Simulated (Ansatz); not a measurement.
Frontier orbitals of CH4Cl2SSi (`S[SiH](Cl)CCl`).

Cartesian coordinates in Å:
```
S -1.0145 -0.8437 -1.8373
Si -0.7311 0.3823 -0.1302
Cl -2.4169 0.1683 1.0175
C 0.7448 -0.1739 0.8818
Cl 2.2026 0.0642 -0.1234
H 0.2361 -0.6056 -2.2763
H -0.5696 1.8123 -0.4702
H 0.6871 -1.2281 1.1515
H 0.8615 0.4242 1.7865
```

Charge 0, multiplicity 1. The geometry is a stationary point of PBE0-D4/def2-TZVP. It is one conformer, not always the lowest. Basis def2-TZVPP, the Gaussian-basis code of Ansatz.

```
functional  HOMO (eV)  LUMO (eV)  gap (eV)
       PBE      -6.53      -1.25      5.28
      BLYP      -6.36      -1.09      5.27
      PBE0      -7.79      -0.25      7.54
   ωB97M-V      -9.99       1.74     11.73
```

Against PBE, PBE0 changes HOMO and LUMO by −1.26 and +1.00 eV, ωB97M-V by −3.46 and +2.99 eV. A gap of 5.27 eV thus becomes 11.73 eV for the same molecule, so an orbital gap means little without its functional. A positive LUMO is unbound and depends on the basis.
